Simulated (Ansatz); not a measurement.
`C[CH2][In]([F])[Cl]`, 10 atoms. The species carries charge 0 and has multiplicity 1. Correlated methods include outer-core shells of In, which these sets cover unevenly. In: def2 effective core potential. All runs use 4 threads of an Arm Neoverse V2 on a shared host. Correlated methods freeze the cores.

**Question.** How many basis functions does each run have, and how long does it take in Ansatz? RHF-MP2/def2-QZVPP energy; RKS LC-ωPBE/def2-TZVPP energy; RHF-CCSD(T)/def2-SVP energy; RKS ωB97X-V/def2-TZVPP energy; RKS PBE0-D4/def2-SVP energy; direct RPA on PBE orbitals/def2-TZVPP energy; RKS B97M-V/def2-TZVPP energy; RKS ωB97M-V/def2-SVP energy; RHF-CCSD(T)/def2-TZVPP energy; RKS PBE0-D4/def2-QZVPP energy; RKS PBE0-D4/def2-TZVP relaxation (21 steps); RKS ωB97M-V/def2-QZVPP energy. (An estimate is asked.)

**Answer.** Computed: Other jobs shared the machine, so times are rough.

```
                                level                    job  functions  wall time  peak host memory (GiB)
                 RKS PBE0-D4/def2-SVP                 energy        111      1.5 s                    0.47
               RKS LC-ωPBE/def2-TZVPP                 energy        255      3.1 s                    0.49
                 RKS ωB97M-V/def2-SVP                 energy        111        6 s                    0.47
direct RPA on PBE orbitals/def2-TZVPP                 energy        255      8.5 s                    0.69
               RKS ωB97X-V/def2-TZVPP                 energy        255      9.5 s                    0.88
                 RHF-CCSD(T)/def2-SVP                 energy        111       10 s                    0.61
               RKS PBE0-D4/def2-QZVPP                 energy        473       10 s                     1.8
                RKS B97M-V/def2-TZVPP                 energy        255       12 s                    0.45
               RKS ωB97M-V/def2-QZVPP                 energy        473       23 s                     2.2
                   RHF-MP2/def2-QZVPP                 energy        473       25 s                     2.8
                RKS PBE0-D4/def2-TZVP  relaxation (21 steps)        210       91 s                    0.63
               RHF-CCSD(T)/def2-TZVPP                 energy        255    5.2 min                     6.3
```

LC-ωPBE has ω = 0.4 bohr⁻¹.
